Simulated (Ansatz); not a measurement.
`B[CH2][Zn][NH2]` → `[BH2][Zn][NH2]` + `[CH2]` (triplet) at 500 K and 1 bar (formal loss of a carbene).

Gas-phase electronic energies from Ansatz, PBE0-D4/def2-TZVP geometries. CBS: MP2 limit from def2 TZ/QZ plus the TZ coupled-cluster correction, frozen cores. This one scheme is used for every species. Triplets are unrestricted, without spin–orbit coupling. For Zn outer-core shells are correlated without core-valence functions, which leaves a few kJ/mol of doubt a bond. Scalar relativity is left out up to krypton. Each species was taken in one conformer, which may not be the lowest.

| species | CCSD(T)/CBS energy (Eh) | H − E (kJ/mol) | S (J/(mol·K)) |
| --- | --- | --- | --- |
| `B[CH2][Zn][NH2]` | -1899.54409 | 234.5 | 406.9 |
| `[BH2][Zn][NH2]` | -1860.24610 | 151.9 | 362.1 |
| `[CH2]` (triplet) | -39.09499 | 62.7 | 213.9 |

H − E and S are ideal-gas, rigid-rotor, harmonic terms from PBE0-D4/def2-TZVP, for one conformer and one mirror image of each species, with the whole ground term of open shells counted as degenerate. 1 Eh = 2625.50 kJ/mol, R = 8.31446 J/(mol·K).

By hand: ΔE, ΔH, ΔS and ΔG.

ΔE = (-1860.24610) + (-39.09499) − (-1899.54409) = 0.20300 Eh = 533.0 kJ/mol. Δ(H − E) = 151.9 + 62.7 − 234.5 = -19.9, so ΔH = 513.1 kJ/mol. ΔS = 362.1 + 213.9 − 406.9 = 169.1 J/(mol·K). ΔG = 513.1 − 500 × (169.1)/1000 = 428.6 kJ/mol.

By hand: the equilibrium constant, and the temperature at which ΔG would vanish if ΔH and ΔS stayed fixed.

log₁₀ K = −ΔG/(RT ln 10) = -44.8. ΔG = 0 at ΔH/ΔS = 3034 K, far beyond where these terms or the molecules hold.

The number of gas molecules changes by +1, which sets the sign of ΔS. A doubt of 5 kJ/mol in ΔE shifts log₁₀ K by 0.5 here. Other conformers and mirror images would add mixing entropy, several J/(mol·K) or more a flexible species. A triplet takes part, so the spin changes. These are equilibria of isolated gas molecules and say nothing of rates. Largest T1 diagnostic: 0.016 (customary marks: 0.02 for closed shells, 0.045 for open ones).
